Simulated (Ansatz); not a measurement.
```xyz
10

F     0.598   -1.989   -1.588
Si    0.822   -1.374   -0.133
N     0.507    0.319   -0.112
Si   -0.945    1.132    0.201
F    -2.103    0.058    0.166
Cl   -0.991    2.010    2.028
Cl   -1.308    2.559   -1.190
H     2.247   -1.579    0.202
H    -0.116   -2.048    0.784
H     1.288    0.912   -0.359
```

Charge 0, multiplicity 1.

Q: List the B3LYP/def2-TZVPP orbital energies in eV (the Gaussian-basis code of Ansatz). (Estimate.)

A: The calculation gave: Occupied: -2763.02, -2762.95, -1802.15, -1800.47, -672.22, -671.58, -390.00, -257.79, -257.72, -196.80, -196.74, -196.67, -196.66, -196.61, -196.60, -146.35, -144.85, -101.72, -101.70, -101.66, -100.21, -100.17, -100.14, -33.29, -32.56, -24.38, -23.33, -22.89, -16.01, -15.67, -14.10, -13.53, -13.24, -12.92, -12.62, -12.46, -12.02, -11.39, -10.94, -10.09, -9.86, -9.72, -9.62, -9.28, -8.60. Lowest empty: -0.18, 0.27, 0.38, 0.78, 1.57, 1.73, 2.11, 2.24.

B3LYP here is the variant with VWN-RPA as its local correlation; programs differ in this.
